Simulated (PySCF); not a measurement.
Identify the unknown among the candidates.

All candidates are C7H15NOSi.

| technique | computed result |
| --- | --- |
| 13C NMR | chemical shifts (computed TMS as zero) by class: 52.7 (1 C), 50.8 (1 C), 47.5 (1 C), 37.8 (1 C), 19.1 (1 C), 6.4 (1 C), 6.2 (1 C) ppm [GIAO PBE0/pcSseg-1] |
| 1H NMR | chemical shifts (computed TMS as zero) by class: 4.80 (1 H), 4.80 (1 H), 3.60 (1 H), 3.05 (1 H), 2.96 (1 H), 2.78 (1 H), 1.57 (1 H), 1.53 (1 H), 1.00 (1 H), 0.55 (1 H), 0.55 (1 H), 0.50 (1 H), 0.47 (1 H), 0.11 (1 H), 0.05 (1 H) ppm [GIAO PBE0/pcSseg-1] |
| Valence photoelectron | vertical ionisation energy: 8.18 eV [ΔSCF B3LYP/def2-SVPD] |
| NMR, other nuclei | isotropic shieldings of nuclei other than C and H, by class: 200 (1 N), 288 (1 O), 383 (1 Si) ppm [GIAO PBE0/pcSseg-1] |
| Rotational structure | rotational constants A, B, C: 2.796, 0.533, 0.494 GHz [PBE0-D3(BJ)/def2-SVP] |
| Triplet | lowest triplet excitation (Tamm–Dancoff): 5.02 eV [TDA B3LYP/def2-SVPD] |
| UV, strongest line | among the 10 lowest singlet transitions: S2 at 5.75 eV (216 nm, f = 0.045) [TDDFT B3LYP/def2-SVPD] |
| Polarisability | 117.5 au [B3LYP/def2-SVPD] |
| UV, first state | lowest singlet excitation: 5.25 eV (236 nm, f = 0.030) [TDDFT B3LYP/def2-SVPD] |
| Dipole | 2.33 D [B3LYP/def2-SVPD] |

The electronic properties come from PySCF, for the isolated species, density fitting. Levels stand in brackets. Isolated species at its PBE0-D3(BJ)/def2-SVP geometry (one conformer only). NMR values are class means; diastereotopic atoms form classes of their own.

Question: Which candidate is it?
A. `C1CCN([Si@@H]2CCCO2)C1`
B. `C=C[Si@]1(N(C)C)CCCO1`
C. `O[SiH2]N1CC[C@H](C2CC2)C1`
D. `C/C=C/O[SiH2]N1CCCC1`
E. `C=CC[C@@H]1CO[Si@H](NC)C1`

Answer: C. It is `O[SiH2]N1CC[C@H](C2CC2)C1`. Numbering: `[OH:1][SiH2:2][N:3]1[CH2:4][CH2:5][C@H:6]([CH:7]2[CH2:8][CH2:9]2)[CH2:10]1`. Its formula, C7H15NOSi, gives 2 degrees of unsaturation: 2 rings and 0 π bonds in the structure found. 7 carbons fall into 7 classes; from least to most shielded: ring sp3 carbon bound to nitrogen [C10] (52.7 ppm), ring sp3 carbon bound to nitrogen [C4] (50.8 ppm), sp3 CH carbon [C6] (47.5 ppm), ring CH2 carbon [C5] (37.8 ppm), three-membered-ring carbon [C7] (19.1 ppm), three-membered-ring carbon [C9] (6.4 ppm), three-membered-ring carbon [C8] (6.2 ppm). Hydrogen classes from least to most shielded: 1 H on an oxygen-bound silicon, Si2 (4.80 ppm), 1 H on an oxygen-bound silicon, Si2 (4.80 ppm), 1 H on an sp3 carbon bound to nitrogen, C10 (3.60 ppm), 1 H on an sp3 carbon bound to nitrogen, C4 (3.05 ppm), 1 H on an sp3 carbon bound to nitrogen, C4 (2.96 ppm), 1 H on an sp3 carbon bound to nitrogen, C10 (2.78 ppm), 1 H on a ring CH2 carbon, C5 (1.57 ppm), 1 H on a ring CH2 carbon, C5 (1.53 ppm), 1 H on an sp3 CH carbon, C6 (1.00 ppm), 1 H on a silanol oxygen, O1 (0.55 ppm), 1 H on a three-membered-ring carbon, C7 (0.55 ppm), 1 H on a three-membered-ring carbon, C8 (0.50 ppm); 3 more classes are left out. The other shieldings belong to: 200 ppm, silicon-bound nitrogen [N3]; 288 ppm, silanol oxygen [O1]; 383 ppm, oxygen-bound silicon [Si2]. The first electron is taken from the HOMO, whose largest Löwdin shares are 0.54 on the silicon-bound nitrogen, 0.09 on an sp3 carbon bound to nitrogen, 0.08 on an sp3 carbon bound to nitrogen and 0.07 on the oxygen-bound silicon. The optimised geometry has point group C1 and is an asymmetric top.

The others, at the same levels:
- `C=C[Si@]1(N(C)C)CCCO1` fails: it has 6 carbon classes against 7; its computed 13C shifts are 143.8 (1 C), 139.5 (1 C), 69.5 (1 C), 36.8 (2 C), 31.0 (1 C), 7.4 (1 C) ppm, 1H shifts are 6.31 (1 H), 6.10 (1 H), 5.91 (1 H), 4.02 (1 H), 3.74 (1 H), 2.46 (6 H), 1.82 (1 H), 1.66 (1 H), 1.03 (1 H), 0.35 (1 H) ppm and lowest singlet excitation is 4.59 eV (270 nm, f = 0.040) (against 5.25 eV).
- `C/C=C/O[SiH2]N1CCCC1` fails: it has 5 carbon classes against 7; its computed 13C shifts are 151.0 (1 C), 106.1 (1 C), 50.7 (2 C), 26.8 (2 C), 15.8 (1 C) ppm, 1H shifts are 6.28 (1 H), 4.85 (2 H), 4.57 (1 H), 3.02 (4 H), 1.61 (4 H), 1.60 (3 H) ppm and lowest singlet excitation is 5.71 eV (217 nm, f = 0.003) (against 5.25 eV).
- `C1CCN([Si@@H]2CCCO2)C1` fails: it has 5 carbon classes against 7; its computed 13C shifts are 69.8 (1 C), 46.9 (2 C), 28.1 (1 C), 26.4 (2 C), 11.3 (1 C) ppm, 1H shifts are 5.25 (1 H), 4.12 (1 H), 3.66 (1 H), 2.94 (2 H), 2.69 (2 H), 1.71 (1 H), 1.68 (1 H), 1.55 (2 H), 1.53 (2 H), 0.86 (1 H), 0.33 (1 H) ppm and lowest singlet excitation is 5.48 eV (226 nm, f = 0.007) (against 5.25 eV).
- `C=CC[C@@H]1CO[Si@H](NC)C1` fails: its computed 13C shifts are 147.8 (1 C), 123.5 (1 C), 73.9 (1 C), 42.5 (1 C), 42.0 (1 C), 31.9 (1 C), 17.0 (1 C) ppm, 1H shifts are 5.91 (1 H), 5.34 (1 H), 5.28 (1 H), 4.75 (1 H), 3.91 (1 H), 3.17 (1 H), 2.71 (3 H), 2.24 (1 H), 1.63 (1 H), 1.32 (1 H), 0.87 (1 H), 0.42 (1 H), -0.23 (1 H) ppm and lowest singlet excitation is 5.99 eV (207 nm, f = 0.005) (against 5.25 eV).
